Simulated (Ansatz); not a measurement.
Geometry optimisation, DFT PBE, scalar-relativistic, plane waves, PAW (Ansatz 0.2.0).

The input (input.yaml):

```yaml
crystal:
  lattice:
    - [5.32, 0.0, 0.0]
    - [2.66, 4.607255, 0.0]
    - [0.0, 0.0, 16.93696]
  atoms:
    - { symbol: Zn, position: [0.0, 0.0, 0.0590425] }
    - { symbol: Zn, position: [0.5, 0.0, 0.0590425] }
    - { symbol: Zn, position: [0.0, 0.5, 0.0590425] }
    - { symbol: Zn, position: [0.5, 0.5, 0.0590425] }
    - { symbol: Zn, position: [-0.1666667, 0.3333333, 0.2047876] }
    - { symbol: Zn, position: [0.3333333, 0.3333333, 0.2047876] }
    - { symbol: Zn, position: [-0.1666667, 0.8333333, 0.2047876] }
    - { symbol: Zn, position: [0.3333333, 0.8333333, 0.2047876] }
    - { symbol: Zn, position: [0.0, 0.0, 0.3505328] }
    - { symbol: Zn, position: [0.5, 0.0, 0.3505328] }
    - { symbol: Zn, position: [0.0, 0.5, 0.3505328] }
    - { symbol: Zn, position: [0.5, 0.5, 0.3505328] }
    - { symbol: Pd, position: [0.6808006, 0.1419621, 0.4827879] }
basis:
  ecutwfc: 420.0
kpoints:
  mp_grid: { grid: [4, 4, 1] }
hamiltonian:
  xc: pbe
scf:
  occupations: { method: fermi_dirac, width: 0.05 }
  lower_state_search: "off"
relax:
  f_tol: 0.03
  max_steps: 60
  adjacent_minimum: "off"
  constraints: [{ sites: [0, 1, 2, 3] }]
output:
  write_density: true
  write_potential: true
  elf: true
  volumetric_format: npy
```

Launched with:

```bash
$ ansatz run input.yaml --threads 4 --pin off --max-ram 10240MiB --backend cpu --events-out ev --progress --plain --runs-dir out
```

Problem. Where does it end, and by what steps?

Solution. It converged. The force dipped under the threshold on the way, but the program's further checks kept it going. Limits of this set-up: coarse k mesh, thin slab, slab without dipole correction, a typed lattice constant that wasn't relaxed here. After 13 steps the energy has fallen by 0.619 eV; Pd13 moved furthest, 1.10 Å. Joined: Zn11–Pd13 (3.71 → 2.61 Å).

| step | energy less start (eV) | largest force component (eV/Å) | accepted |
| --- | --- | --- | --- |
| 0 | 0.0000 | 1.818 | yes |
| 1 | -0.2923 | 0.983 | yes |
| 2 | -0.4254 | 0.751 | yes |
| 3 | -0.4995 | 0.198 | yes |
| 4 | -0.5137 | 0.095 | yes |
| 5 | -0.5341 | 0.235 | yes |
| 6 | -0.5538 | 0.285 | yes |
| 7 | -0.5792 | 0.100 | yes |
| 8 | -0.5956 | 0.034 | yes |
| 9 | -0.6068 | 0.044 | yes |
| 10 | -0.6156 | 0.051 | yes |
| 11 | -0.6165 | 0.065 | yes |
| 12 | -0.6190 | 0.027 | yes |
| 13 | -0.6190 | 0.027 | yes |

```xyz
13
Lattice="5.3200 0.0000 0.0000 2.6600 4.6073 0.0000 0.0000 0.0000 16.9370" Properties=species:S:1:pos:R:3
Zn 0.000 0.000 1.000
Zn 2.660 0.000 1.000
Zn 1.330 2.304 1.000
Zn 3.990 2.304 1.000
Zn -0.004 1.616 3.509
Zn 2.664 1.616 3.511
Zn 1.330 3.883 3.335
Zn 3.990 3.875 3.289
Zn 0.076 -0.181 5.529
Zn 2.584 -0.181 5.530
Zn 1.330 2.152 6.153
Zn 3.989 2.094 6.297
Pd 3.992 -0.238 7.526
```

Whether the end is a true minimum wasn't checked by a vibrational analysis.

Time of the run: 69 s on 4 threads of Intel(R) Xeon(R) Gold 6455B (Sapphire Rapids), on a shared host, peak memory 1.5 GiB.
